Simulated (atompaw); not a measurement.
# chromium: one change to a PAW (atompaw) potential, before and after

* Element: Cr (Z = 24)
* Generator: atompaw 4.2.0.5
* Type: PAW
* Functional: PBE
* Relativity: scalar-relativistic
* Frozen core: [Ar]
* Valence charge: 6
* Reference configuration: 3d4 4s0 4p0 (charge +2)
* Partial waves: 4s (bound, empty): rc 2.50 bohr; 4s channel at 0.8 Ry: rc 2.50 bohr; 4p (bound, empty): rc 3.00 bohr; 4p channel at -0.15 Ry: rc 3.00 bohr; 3d (bound): rc 1.25 bohr; 3d channel at -1.35 Ry: rc 1.25 bohr
* Local potential: troulliermartins scheme with l = 3 at 0 Ry, radius 2.65 bohr
* Core correction: smooth core density matched at 1.75 bohr
* Augmentation charge: gaussian compensation charge, radius 2.85 bohr; PAW radius 3.00 bohr; waves and projectors: custom polynom vanderbiltortho

Change: reference 3d5 4s1 4p0.

Cutoffs: the cutoffs (Ry, on a coarse ladder) from which the occupation-weighted sum of valence levels, in a spherical-Bessel basis at the reference potential, stays within 10 and 1 mRy of its value at 400 Ry; they do not see the model core or the augmentation charge, which bear on the density cutoff.

Task: What does the change do?

Result: The potential gets neither clearly harder nor softer (60 Ry and 110 Ry → 60 Ry and 110 Ry); the bound ghosts move from s to p, s; the range in which the p phases agree widens (upper end 1.5 → 3.2); the range in which the d phases agree widens (upper end 3.6 → 4.9).

```tsv
quantity	base	changed
cutoff, loose	60 Ry	60 Ry
cutoff, tight	110 Ry	110 Ry
bound ghosts	s	s, p
s: phases at 3.01 bohr within 0.05 rad from the reference energy up to (Ry; the scan ends near 5)	to the end of the scan	to the end of the scan
p: phases at 3.01 bohr within 0.05 rad from the reference energy up to (Ry; the scan ends near 5)	1.5	3.2
d: phases at 3.01 bohr within 0.05 rad from the reference energy up to (Ry; the scan ends near 5)	3.6	4.9
lowest overlap eigenvalue by channel	s 0.01, p 0.37, d 0.99	s 0.14, p 0.57, d 0.99
```

 A true bound ghost makes a file unfit for plane-wave use even where its test errors are small: the radial tests pick states by their node count and pass the ghost by. The cutoffs see the waves, projectors and local potential, not the compensation charge or the core.
